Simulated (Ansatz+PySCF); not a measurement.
Values are calculated unless marked as measured or tabulated.
## PySCF 2.14.0 run

```python
from pyscf import gto, scf, mp

mol = gto.M(atom="""
Al 0.000000 0.000000 0.000000
Cl 2.245260 0.000000 0.000000
Cl -1.122630 1.944460 0.000000
Cl -1.122630 -1.944460 0.000000
""", basis='def2-svp', charge=0, spin=0)
mf = scf.RHF(mol)
mf.kernel()
pt = mp.MP2(mf, frozen=20).run()
print(mf.e_tot, pt.e_corr, pt.e_tot)
```

The script is written out from the run's settings.

The run gave:

* Converged: yes
* Reference energy: -1620.10983 hartree
* Correlation energy: -0.44535 hartree
* Total energy: -1620.55518 hartree
